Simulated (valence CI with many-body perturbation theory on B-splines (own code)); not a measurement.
**Which ion has this spectrum?**

A relativistic CI+MBPT calculation for an atom or ion with 40 electrons gives these levels (cm⁻¹):

```csv
J,Parity,E,g
0,even,0.0,
1,even,51877,1.50
2,even,78584,1.35
4,even,84505,1.12
3,even,89829,1.26
0,even,129434,
4,even,135621,1.16
2,even,139781,1.07
3,even,141410,1.06
5,even,152986,1.08
1,even,158724,1.20
6,even,161654,1.09
4,even,171736,1.03
3,even,173471,1.13
```

The energies are calculated, and their last digits are not significant.

Problem. Which is it?
A. Gd24+
B. Ho27+
C. Dy26+
D. Er28+

Solution. C. Dy26+, ground level (4d3/2^4) J=0.
